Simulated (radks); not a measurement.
Results of a calculation; reference values are marked as such.
Q: Spherical quantum dot in the effective-mass picture: electrons in a parabolic well V = omega^2 r^2 / 2 with omega = 0.0912, all in effective atomic units (hartree* = m*/eps^2 hartree, bohr* = eps/m* bohr), one dielectric constant everywhere. Level of theory: non-relativistic Kohn-Sham, LDA (Slater exchange, Perdew-Wang correlation), spin-polarised, spherical densities (a radial shooting solver with Libxc functionals). Levels are named by radial order and angular momentum (1s, 1p, 1d, 2s, ...), and open shells are averaged over m. Results are scaled to m* = 0.35 and eps = 10.3, for which hartree* = 89.77 meV and bohr* = 1.557 nm. At N = 1 the configuration is 1s(up 1, down 0). Does electron 2 go into 1s down or 1p up?

A: Into 1s down. The total energies of the other choices lie higher by 4.20 meV (1p up).
